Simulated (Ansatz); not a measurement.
Consider the formal exchange of groups at a C–C bond: `C=C[CH2][GeH2][F]` + `CF` → `FC[CH2][GeH2][F]` + `C=C`.

Isolated molecules relaxed with PBE0-D4/def2-TZVP in Ansatz; ΔE leaves out vibrations. CBS: MP2 limit from def2 TZ/QZ plus the TZ coupled-cluster correction, frozen cores. This one scheme is used for every species. Functionals use def2-TZVPP. B3LYP here is the variant with VWN-RPA as its local correlation; programs differ in this. For Ge outer-core shells are correlated without core-valence functions, which leaves a few kJ/mol of doubt a bond. Scalar relativity is left out up to krypton. One conformer a species, not always the lowest.

`C=C[CH2][GeH2][F]`:

Z-matrix (Å, degrees):
```
C
C 1 1.487
Ge 1 1.956 2 111.3
H 1 1.094 2 111.5 3 -118.5
H 1 1.094 2 111.6 3 120.6
C 2 1.327 1 125.1 3 -109.6
H 2 1.088 1 115.9 3 68.6
F 3 1.748 1 105.7 2 -59.6
H 3 1.539 1 113.4 2 -174.8
H 3 1.536 1 112.9 2 55.6
H 6 1.086 2 121.6 1 -1.7
H 6 1.083 2 121.3 1 178.5
```

`CF`:

Cartesian coordinates in Å:
```
C 0.021 0.050 0.028
F -0.460 -1.071 -0.609
H 0.887 -0.228 0.634
H -0.762 0.462 0.668
H 0.314 0.788 -0.722
```

`FC[CH2][GeH2][F]`:

Z-matrix (Å, degrees):
```
C
C 1 1.506
F 1 1.386 2 110.1
H 1 1.095 2 111.7 3 -118.9
H 1 1.093 2 111.4 3 119.2
Ge 2 1.948 1 112.6 3 179.7
H 2 1.093 1 110.3 3 -59.9
H 2 1.094 1 110.3 3 59.0
F 6 1.747 2 105.9 1 58.2
H 6 1.537 2 113.4 1 -57.0
H 6 1.535 2 112.7 1 173.9
```

`C=C`:

Cartesian coordinates in Å:
```
C 0.270 -0.289 -0.530
C -0.270 0.289 0.530
H 0.884 0.267 -1.231
H 0.123 -1.342 -0.742
H -0.884 -0.267 1.231
H -0.123 1.342 0.742
```

```tsv
species	B3LYP-D4 energy (Eh)
`C=C[CH2][GeH2][F]`	-2295.54839
`CF`	-139.80980
`FC[CH2][GeH2][F]`	-2356.72866
`C=C`	-78.62841
```

Question: Work out ΔE.

Answer: ΔE = (-2356.72866) + (-78.62841) − (-2295.54839) − (-139.80980) = 0.00112 Eh = +0.7 kcal/mol. CCSD(T)/CBS gives 0.0 kcal/mol.

Largest T1 diagnostic among the species: 0.011.
